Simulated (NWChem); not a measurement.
Species: CH₄CdSe; SMILES [CH3][Cd][SeH]

```xyz
7

Cd     0.0079    -0.7227    -0.0001
C      0.0112    -2.8349     0.0002
H     -0.3693    -3.2174    -0.9580
H     -0.6246    -3.2162     0.8125
H      1.0339    -3.2118     0.1487
Se     0.0282     1.7512     0.0000
H     -1.4439     1.8006     0.0001
```
Atoms are numbered in this order, from 1.

Program: NWChem. Structure relaxed at the PBE0/def2-SVP level. def2 effective core potentials on Cd; no spin-orbit coupling.

For level PBE0/def2-SVP:

```yaml
highest occupied level (eV): -6.49
orbital gap (eV): 5.99
dipole (D): 2.04
```

**Question.** What are these values for level PBE/def2-SVP?

**Answer.** 
- highest occupied level (eV) = -5.36
- orbital gap (eV) = 4.13
- dipole (D) = 1.91
